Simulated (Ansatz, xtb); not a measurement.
# CH6F2NSi+: which of two isomers lies lower

We compare X, `C[Si]([NH3+])(F)F`, a singlet, with Y, `C[NH2+][SiH](F)F`, a singlet. Both are isolated ions in the gas phase, relaxed with B3LYP-D3(BJ)/def2-SVP, each in the lowest conformer that the search found.

Quicker runs give these differences E(Y) − E(X): GFN2-xTB −24.2 kJ/mol; HF/STO-3G +61.3 kJ/mol (at GFN2-xTB geometries); r2SCAN-D4/def2-SVP +90.0 kJ/mol (at GFN2-xTB geometries).

Estimate which is lower in electronic energy at CCSD(T)/def2-SVP + ΔMP2/def2-TZVPP, and by roughly how much.

The CCSD(T)/def2-SVP + ΔMP2/def2-TZVPP calculation puts structure X lower, by 85.3 kJ/mol.

How the difference moves with the method:

```csv
level,geometry,E(Y) − E(X) (kJ/mol),departure from the last row (kJ/mol),"job, with rough time for the two"
GFN2-xTB,GFN2-xTB,−24.2,−109.6,"optimisation, 0.19 s"
HF/STO-3G,GFN2-xTB,+61.3,−24.0,"single point, 0.64 s"
r2SCAN-D4/def2-SVP,GFN2-xTB,+90.0,+4.7,"single point, 3.8 s"
B3LYP-D3(BJ)/def2-SVP,B3LYP-D3(BJ)/def2-SVP,+81.4,−3.9,"optimisation, 56 s"
HF/def2-SVP,B3LYP-D3(BJ)/def2-SVP,+74.0,−11.3,part of the CCSD(T) run
MP2/def2-SVP,B3LYP-D3(BJ)/def2-SVP,+81.4,−3.9,part of the CCSD(T) run
CCSD(T)/def2-SVP,B3LYP-D3(BJ)/def2-SVP,+75.4,−10.0,single point
CCSD(T)/def2-SVP + ΔMP2/def2-TZVPP,B3LYP-D3(BJ)/def2-SVP,+85.3,,"single point, 37 s"
```

As drawn, Y has 1 C–N, 1 Si–H in place of 1 C–Si, 1 N–H.

GFN2-xTB puts the two in the other order. The largest departure from CCSD(T)/def2-SVP + ΔMP2/def2-TZVPP is that of GFN2-xTB, 109.6 kJ/mol. The last row adds to CCSD(T) the change of the MP2 difference between the two basis sets, here +10.0 kJ/mol.

With harmonic frequencies from B3LYP-D3(BJ)/def2-SVP (ideal gas, rigid rotor, one conformer each, 400 K, 1 atm): the zero-point term adds +2.5 kJ/mol; ΔH is +84.7 and ΔG +91.6 kJ/mol.

The correlated steps freeze 9 core orbitals. Run with Ansatz 0.2.0, xtb 6.7.1; the last row on 2 threads of Intel(R) Xeon(R) Platinum 8259CL CPU @ 2.50GHz (Skylake/Cascade Lake) on a shared host.
